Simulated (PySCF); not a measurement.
## KF and its ions

RHF-MP2; K def2-SVPD, F def2-SVPD; no relativity (PySCF 2.14). Neutral (RHF): singlet (closed shell), Re = 2.253 Å, ωe = 406 cm⁻¹, De = 5.27 eV.

KF⁻ (UHF): doublet (σ ↑), Re = 2.339 Å, ωe = 338 cm⁻¹, De = 2.00 eV to K + F⁻. The energies at the minima are -698.75397 hartree for KF and -698.76617 for KF⁻.

(1) Work out the adiabatic electron affinity, without and with harmonic zero-point energies (1 hartree = 27.2114 eV, 1 eV = 8065.5 cm⁻¹), and the change of the bond length.

Correlated steps freeze 6 core orbitals. Correlated levels converge slowly with the basis: in double zeta they bind strong bonds too weakly, by up to about 1 eV, and carry superposition errors of some tenths. For an ion De counts to the pair picked by the measured ionisation energies or electron affinities, which need not be the lowest pair at this level. Where the molecule has an RHF reference, its open-shell atoms are computed with UHF. States were picked by a PBE0 search and need not be the measured ground states.

Neutral and ion stand on different kinds of reference determinant, which adds to the error of the difference.

Results:

(1) At MP2: 0.01220 hartree = 0.332 eV between the minima; the zero-point term (406.0 − 338.0)/2 cm⁻¹ = +0.004 eV makes it 0.336 eV. Re changes by +8.6 pm against the neutral. The electron enters a σ orbital, and the longer bond of the ion fits an antibonding orbital, or a change in how ionic the bond is.
